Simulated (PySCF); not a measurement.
**How methods differ on the excitation energy of B+**

B+ [He] 2s2 (1S) → B+ [He] 2s1 3d1 (3D), as a difference of total energies. All numbers are calculated (PySCF 2.14, scalar relativity by spin-free X2C-1e, in aug-cc-pCVQZ-DK). Correlated levels: valence: 1s2 frozen; valence and next inner shell: nothing frozen. The calculations carry no spin-orbit coupling.

```csv
method,excitation energy (cm⁻¹)
UHF,138780
LDA,141580
PBE,140760
PBE0,142010
r2SCAN,140750
wB97X-V,145960
LC-wPBE,146080
BLYP,141590
MP2 (valence),146390
SCS-MP2 (valence),148600
MP2 (valence and next inner shell),146850
SCS-MP2 (valence and next inner shell),149000
```

The promoted electron is Rydberg-like, and one or two diffuse shells describe it only roughly, which tends to raise the upper state.
